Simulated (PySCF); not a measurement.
## Working out the ionisation energy of Se¹⁶⁺

Se¹⁶⁺ [Ar] (1S) → Se¹⁷⁺ [Ne] 3s2 3p5 (2P). Computed with PySCF 2.14 in an uncontracted even-tempered set (19 s from 1.4 bohr⁻², ratio 2.5; 12 p from 1.8 bohr⁻², ratio 2.5; 5 d from 10 bohr⁻², ratio 2.7; 4 f from 16 bohr⁻², ratio 2.7), with scalar relativity by spin-free X2C-1e. Frozen: 1s2; the 22 highest virtual orbitals dropped. Energies in hartree (1 hartree = 27.21139 eV):

```tsv
part	Se¹⁶⁺ (lower)	Se¹⁷⁺ (upper)
UHF	-2299.747047	-2275.779827
CCSD correlation	-0.620349	-0.590001
(T)	-0.002693	-0.002647
```

Task: What does Hartree-Fock give?

Result: (-2275.779827) − (-2299.747047) = 23.967220 hartree = 652.181 eV.

Task: What do CCSD and CCSD(T) give?

Result: The CCSD correlation energies differ by 0.030348 hartree = 0.826 eV and the triples by 0.000046 hartree = 0.001 eV, so CCSD gives 653.007 eV and CCSD(T) 653.008 eV.

Reference: 650.5 ± 2.1 eV (semi-empirical (NIST evaluation); NIST Atomic Spectra Database, ionization energies), between the lowest levels; spin-orbit coupling is absent from the calculation.

What remains against the reference includes basis incompleteness, the frozen core and higher excitations.
